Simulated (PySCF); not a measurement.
PySCF job for CH3BrGeO, SMILES [Ge]([Br])[O]C (connectivity only; charge and spin as stated), neutral, multiplicity 1, KT2/pcSseg-1. The structure is a stationary point at PBE0-D3(BJ)/def2-SVP. The structure was generated by enumeration; whether it is a known compound was not checked. Other conformers were not sampled.

```python
import numpy as np
from pyscf import gto, scf, dft
from pyscf.prop.nmr import rks as nmr

mol = gto.M(
    atom='''
    Ge    0.95479625    0.59384457   -0.00000000
    Br   -0.32489508   -1.41608528   -0.00000000
    O    -0.31850235    1.81663055    0.00000000
    C    -1.72043379    1.77910851   -0.00000000
    H    -2.10858385    0.74680128    0.00000000
    H    -2.10147344    2.30273095   -0.89200032
    H    -2.10147344    2.30273094    0.89200032
    ''',
    basis='pcSseg-1',
    charge=0,
    spin=0,
    max_memory=1600,
    verbose=3,
)
mf = dft.RKS(mol, xc='kt2')
mf.grids.level = 3
mf.conv_tol = 1e-10
mf.max_cycle = 100
mf.kernel()
n = nmr.NMR(mf)
n.verbose = 2
n.max_cycle_cphf = 60
sigma = n.kernel()
print('atom   isotropic/ppm   span/ppm')
for i, s in enumerate(sigma):
    w = np.linalg.eigvalsh((s + s.T) / 2)
    print(f'{mol.atom_symbol(i):2s}{i + 1:3d} {w.mean():14.3f} {w[2] - w[0]:11.3f}')
```

Log of the run:

```
converged SCF energy = -4785.9311604674
atom   isotropic/ppm   span/ppm
Ge  1       1017.192     723.677
Br  2       1776.726    2140.473
O   3         47.121     578.756
C   4        124.347      87.162
H   5         25.517       9.194
H   6         27.172      10.186
H   7         27.172      10.186
```

Self-consistency was reached.
